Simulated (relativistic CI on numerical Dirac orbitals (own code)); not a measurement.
# Hf66+: sensitivity of the levels to the model

Base calculation: Dirac-Coulomb-Breit CI, orbitals from a KLI potential per configuration, model QED (radiative potential, 1s self-energy scaled to tabulated hydrogen-like ionisation energies), unscaled Slater integrals.

CI space (outside the closed core 1s2): 2s²2p², 2s2p³, 2p⁴, 2p³3s, 2p³3p, 2p³3d, 2s²2p3s, 2s²2p3p, 2s²2p3d, 2s2p²3s, 2s2p²3p, 2s2p²3d, 2s²2p4s, 2s²2p4p, 2s²2p4d, 2s²2p4f. Levels of other configurations are missing.

Variants: (1) configuration mixing switched off; (2) QED terms removed. Shifts of the energy above 2s²2p² ³P0, in eV, for the lowest level and the first level of each name with at least 55 % of one term (blank where a level changes its place among those of its configuration and J or its character, or is not in the variant):

```
       Level     Base   Δ(1)   Δ(2)
  2s²2p² ³P0      0.0    0.0    0.0
  2s²2p² ³P1   1243.6   -1.3   -1.4
  2s²2p² ¹D2   1262.0   -1.3   -1.4
  2s²2p² ³P2   2528.2   +3.1   -2.4
  2s²2p² ¹S0   2589.0   +5.4   -2.4
  2s2p³ ³D°3   2792.9   -2.8  +14.1
  2s2p³ ³P°0   2853.3   -2.9  +14.1
  2s2p³ ¹D°2   2885.1   -2.3  +14.1
  2s2p³ ³P°1   2889.2   -2.7  +14.1
     2p⁴ ³P2   3191.8   -8.3  +30.7
     2p⁴ ¹S0   3255.8  -10.6  +30.7
     2p⁴ ³P1   4450.7   -4.0  +29.6
     2p⁴ ¹D2   4469.5   -3.8  +29.6
     2p⁴ ³P0   5763.1   -5.3  +28.3
2s²2p3s ³P°0   9755.3   +1.7   -3.9
2s²2p3s ³P°1   9759.0   +1.1   -3.9
 2s²2p3p ³D1   9840.5   +0.7   +0.9
 2s²2p3p ³P0   9887.4   +1.5   +1.0
 2s2p²3s ³P0  10057.4   -4.0  +12.8
2s²2p3d ³F°2  10293.6   -0.4   +1.4
2s²2p3s ³P°2  11043.2   +6.8   -4.9
2s²2p3s ¹P°1  11052.1   +6.7   -4.9
```

At this charge energies of transitions that change n are usually good to better than 1 %, and those within a shell (Δn = 0) to a few per cent.

Ionisation energy from the two ground configurations alone: base 17279.6 eV. The NIST ASD value (theoretical) is 17280 eV.

LS names give the leading component of a level, which can be under half, so a name can repeat, a term be missing and a line seem to break the LS rules.
